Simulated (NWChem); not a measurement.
System: CH4AlI; SMILES [CH3][AlH][I]

```xyz
7

Al    -0.6182    -1.4902     0.0000
H     -2.1767    -1.7729     0.0002
I      0.0510     0.9045     0.0000
C      0.7462    -2.8773     0.0000
H      0.6328    -3.5254     0.8861
H      1.7702    -2.4754    -0.0031
H      0.6289    -3.5296    -0.8825
```
Atoms are numbered in this order, from 1.

Geometry: optimised at PBE0/def2-SVP. def2 effective core potentials on I; no spin-orbit coupling.

### Question
List the 6 lowest vertical singlet excitations and the 6 lowest triplet ones from PBE/def2-SVP with def2 effective core potentials on I, TDA (NWChem).

### Answer
```tsv
state	energy (eV)	oscillator strength	leading excitation (squared amplitude)
S1	4.17	0.000	HOMO → LUMO (1.00)
S2	4.99	0.071	HOMO−1 → LUMO (0.93)
S3	5.33	0.000	HOMO−2 → LUMO (1.00)
S4	5.55	0.001	HOMO−3 → LUMO (1.00)
S5	5.73	0.049	HOMO → LUMO+1 (0.96)
S6	6.02	0.042	HOMO−1 → LUMO+1 (0.99)
T1	4.04	spin-forbidden	HOMO → LUMO (1.00)
T2	4.25	spin-forbidden	HOMO−1 → LUMO (1.00)
T3	5.01	spin-forbidden	HOMO−2 → LUMO (0.97)
T4	5.16	spin-forbidden	HOMO−3 → LUMO (0.95)
T5	5.29	spin-forbidden	HOMO → LUMO+1 (0.99)
T6	5.65	spin-forbidden	HOMO−1 → LUMO+1 (0.95)
```
